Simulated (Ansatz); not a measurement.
One change: `NC([SiH3])[SiH3]` becomes `OC([SiH3])[SiH3]`.

Ansatz, PBE0-D4/def2-TZVP geometries, multiplicity 1. Each molecule was computed in one conformer, which needn't be the lowest.

| property | `NC([SiH3])[SiH3]` |
| --- | --- |
| HOMO energy (ωB97M-V/def2-TZVPP) / eV | -9.08 |
| size of the dipole moment (B3LYP/def2-TZVPP) / D | 0.85 |
| HOMO–LUMO gap (PBE/def2-TZVPP) / eV | 4.80 |
| HOMO energy (PBE0/def2-TZVPP) / eV | -6.78 |
| HOMO–LUMO gap (PBE0/def2-TZVPP) / eV | 6.96 |
| HOMO–LUMO gap (ωB97M-V/def2-TZVPP) / eV | 10.82 |

What does the change do to each property? (An estimate is asked.)

The calculation gave: 
```tsv
property	`OC([SiH3])[SiH3]`	shift
HOMO energy (ωB97M-V/def2-TZVPP) / eV	-10.06	-0.98
size of the dipole moment (B3LYP/def2-TZVPP) / D	1.45	0.60
HOMO–LUMO gap (PBE/def2-TZVPP) / eV	5.52	0.72
HOMO energy (PBE0/def2-TZVPP) / eV	-7.76	-0.98
HOMO–LUMO gap (PBE0/def2-TZVPP) / eV	7.84	0.88
HOMO–LUMO gap (ωB97M-V/def2-TZVPP) / eV	11.74	0.92
```

With PBE0 the HOMO falls by 0.98 eV and the LUMO falls by 0.08 eV, so the gap widens by about 0.90 eV. PBE moves the HOMO by -0.84 eV and ωB97M-V by -0.98 eV. The zero-point energy changes by -33.9 kJ/mol with -3 modes. Dipoles are sizes alone; their direction can turn.

Positive LUMOs are unbound, so they and the gaps depend on the basis.

B3LYP here is the variant with VWN-RPA as its local correlation; programs differ in this.
